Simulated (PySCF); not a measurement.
Species: C2H8ClSi2 (charge 0, doublet). It need not be the lowest isomer of its formula. SMILES: [Si]([SiH2]Cl)(C)C
Coordinates optimised at B3LYP-D3(BJ)/def2-TZVP (Ansatz):
```
Si
C 1 1.8846
H 2 1.0904 1 110.85
H 2 1.0917 3 108.35 1 -121.95
H 2 1.0943 3 108.16 4 -116.72
C 1 1.8883 2 111.45 3 177.00
H 6 1.0908 1 111.52 2 -179.19
H 6 1.0919 7 108.02 1 121.76
H 6 1.0943 7 108.13 8 116.39
Si 1 2.3359 2 111.30 3 50.68
H 10 1.4811 1 112.07 2 -169.21
H 10 1.4861 11 107.75 1 127.63
Cl 10 2.0845 11 107.75 12 114.28
```
Charge 0, spin multiplicity 2.

Dispersion corrections to the total energy (kcal/mol) from the dftd3 and dftd4 libraries through PySCF: D3(BJ) without and D4 with the three-body term, each with the damping fitted for the functional named.

```
functional  D3(BJ)      D4
----------  ------  ------
BLYP        -17.73  -16.77
revPBE      -18.97  -21.20
PBE0             ?   -6.77
LC-wPBE      -8.37   -8.84
TPSS        -10.47       ?
r2SCAN       -2.41   -1.98
CAM-B3LYP        ?   -7.00
```

Problem. What belongs in the gaps?

Solution. 
- PBE0, D3(BJ): -7.34
- TPSS, D4: -10.57
- CAM-B3LYP, D3(BJ): -7.25
